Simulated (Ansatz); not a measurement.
```json
{"atom": "C", "x (Å)": "-0.7732", "y (Å)": "-0.7724", "z (Å)": "-0.7794"}
{"atom": "C", "x (Å)": "-0.7731", "y (Å)": "-0.7823", "z (Å)": "0.7868"}
{"atom": "C", "x (Å)": "-0.7852", "y (Å)": "0.7837", "z (Å)": "-0.7874"}
{"atom": "C", "x (Å)": "-0.7713", "y (Å)": "0.7799", "z (Å)": "0.7851"}
{"atom": "C", "x (Å)": "0.7887", "y (Å)": "-0.7840", "z (Å)": "-0.7820"}
{"atom": "C", "x (Å)": "0.7824", "y (Å)": "-0.7822", "z (Å)": "0.7893"}
{"atom": "C", "x (Å)": "0.7837", "y (Å)": "0.7709", "z (Å)": "-0.7818"}
{"atom": "C", "x (Å)": "0.7808", "y (Å)": "0.7835", "z (Å)": "0.7891"}
{"atom": "H", "x (Å)": "-1.4126", "y (Å)": "-1.4056", "z (Å)": "-1.4194"}
{"atom": "H", "x (Å)": "-1.4059", "y (Å)": "-1.4127", "z (Å)": "1.4198"}
{"atom": "H", "x (Å)": "-1.4055", "y (Å)": "1.4125", "z (Å)": "-1.4192"}
{"atom": "H", "x (Å)": "-1.4217", "y (Å)": "1.4101", "z (Å)": "1.4187"}
{"atom": "H", "x (Å)": "1.4118", "y (Å)": "-1.4053", "z (Å)": "-1.4186"}
{"atom": "H", "x (Å)": "1.4071", "y (Å)": "-1.4133", "z (Å)": "1.4065"}
{"atom": "H", "x (Å)": "1.4132", "y (Å)": "1.4234", "z (Å)": "-1.4167"}
{"atom": "H", "x (Å)": "1.4202", "y (Å)": "1.4065", "z (Å)": "1.4161"}
```

Basis set: 6-31G* (spherical functions). Left uncorrelated: 8 orbitals. Charge 0, multiplicity 1.

Computed with Ansatz (development build ahead of 0.2.0); each method stands on the lowest determinant of its kind that the runs found. Restricted open shells among the atoms or ions are ROHF, correlated in semicanonical orbitals with singles.

The atomization energy at this shape (free ground-state atoms in the same class of orbitals less the molecule, no zero-point energy) of singlet C₈H₈:

```
 method  atomization energy
RHF-MP2            69.85 eV
```

Question: What does RHF give?

Answer: 54.14 eV.
